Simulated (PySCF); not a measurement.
**Correlation energy of Si (silicon, neutral)**

[Ne] 3s2 3p2, high-spin 3P determinant. Calculation: PySCF 2.14, in dyall-acv3z; no relativity, point nucleus. Frozen: 1s2; 12 electrons correlated; the 18 highest virtual orbitals of each spin left out.

| level | correlation energy (mhartree) |
| --- | --- |
| CCSD | -371.75 |
| (T) | -5.96 |
| CCSD(T) | -377.71 |

Diagnostics: T1 = 0.0090, D1 = 0.0344, largest double amplitude 0.068.

Task: Is a single reference adequate?

Result: Yes: T1 lies below 0.03 and no double amplitude reaches 0.07.
